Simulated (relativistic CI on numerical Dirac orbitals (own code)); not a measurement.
## One change at a time: Cu¹⁸⁺

Base calculation: Dirac-Coulomb-Breit CI, KLI orbitals optimised for each configuration, model QED (radiative potential, 1s self-energy scaled to tabulated hydrogen-like ionisation energies), unscaled Slater integrals.

Configuration list (outside the closed core [Ne]): 3s, 3p, 3d, 4s, 4p, 4d, 4f, 5s, 5p, 5d, 5f, 5g, 6s, 6p, 6d. Levels of other configurations are missing.

Variants: (1) valence Slater integrals scaled by 0.9; (2) Breit term removed; (3) one mean potential for all configurations. Shifts of the energy above 3s ²S1/2, in eV, for the lowest level and the first level of each name with at least 55 % of one term (blank where a level changes its place among those of its configuration and J or its character, or is not in the variant):

| Level | Base | Δ(1) | Δ(2) | Δ(3) |
| --- | --- | --- | --- | --- |
| 3s ²S1/2 | 0.000 | 0.000 | 0.000 | 0.000 |
| 3p ²P°1/2 | 40.941 | 0.000 | -0.116 | +0.013 |
| 3p ²P°3/2 | 45.440 | 0.000 | +0.001 | +0.012 |
| 3d ²D3/2 | 100.817 | 0.000 | +0.086 | +0.004 |
| 3d ²D5/2 | 101.512 | 0.000 | +0.158 | +0.003 |
| 4s ²S1/2 | 313.983 | 0.000 | +0.123 | +0.038 |
| 4p ²P°1/2 | 330.400 | 0.000 | +0.074 | +0.035 |
| 4p ²P°3/2 | 332.168 | 0.000 | +0.122 | +0.038 |
| 4d ²D3/2 | 352.616 | 0.000 | +0.154 | +0.035 |
| 4d ²D5/2 | 352.931 | 0.000 | +0.182 | +0.036 |
| 4f ²F°5/2 | 362.072 | 0.000 | +0.196 | +0.062 |
| 4f ²F°7/2 | 362.193 | 0.000 | +0.199 | +0.062 |
| 5s ²S1/2 | 449.171 | 0.000 | +0.162 | +0.063 |
| 5p ²P°1/2 | 457.310 | 0.000 | +0.137 | +0.064 |
| 5p ²P°3/2 | 458.185 | 0.000 | +0.161 | +0.064 |
| 5d ²D3/2 | 468.077 | 0.000 | +0.177 | +0.066 |
| 5d ²D5/2 | 468.243 | 0.000 | +0.191 | +0.065 |
| 5f ²F°5/2 | 472.832 | 0.000 | +0.196 | +0.066 |
| 5f ²F°7/2 | 472.893 | 0.000 | +0.198 | +0.067 |
| 5g ²G7/2 | 473.328 | 0.000 | +0.197 | +0.087 |
| 5g ²G9/2 | 473.366 | 0.000 | +0.197 | +0.087 |
| 6s ²S1/2 | 519.685 | 0.000 | +0.178 | +0.075 |

At this charge energies of transitions that change n are usually good to better than 1 %, and those within a shell (Δn = 0) to a few per cent.

Ionisation energy from the two ground configurations alone: base 669.877 eV; Breit term removed 670.075 eV. The NIST ASD value (semi-empirical) is 670.608 eV.
